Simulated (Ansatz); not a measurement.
Species: C$_{8}$H$_{14}$Si, SMILES `CC1=C(C)C(C)=C(C)[SiH2]1` (charge 0, multiplicity 1).

### Question
Give a relaxed geometry from B3LYP-D3(BJ)/def2-SVP (Ansatz, a program for electronic structure).

### Answer
the end point of this relaxation (outside a Z-matrix the atoms follow the SMILES, hydrogens last).
Z-matrix (Å, degrees):
```
C
C 1 1.3606
C 2 1.4999 1 127.42
H 3 1.1004 2 113.37 1 -0.35
H 3 1.1044 4 107.42 2 123.18
H 3 1.1044 4 107.41 5 113.67
C 1 1.5053 2 125.03 3 0.02
H 7 1.0972 1 112.21 2 0.19
H 7 1.1028 8 107.71 4 -122.91
H 7 1.1028 8 107.70 9 -114.42
C 1 1.5125 2 116.78 3 -179.96
C 11 1.3606 1 116.78 2 -0.01
C 12 1.5000 11 127.42 1 179.99
H 13 1.1004 12 113.37 11 0.10
H 13 1.1044 14 107.41 12 -123.17
H 13 1.1044 14 107.41 15 -113.68
C 11 1.5053 12 125.03 13 -0.01
H 17 1.0972 11 112.21 12 0.04
H 17 1.1028 18 107.70 14 -122.90
H 17 1.1028 18 107.70 19 -114.42
Si 2 1.8763 1 106.34 7 -179.98
H 21 1.4962 2 113.99 1 -118.39
H 21 1.4962 22 107.09 12 -126.99
```
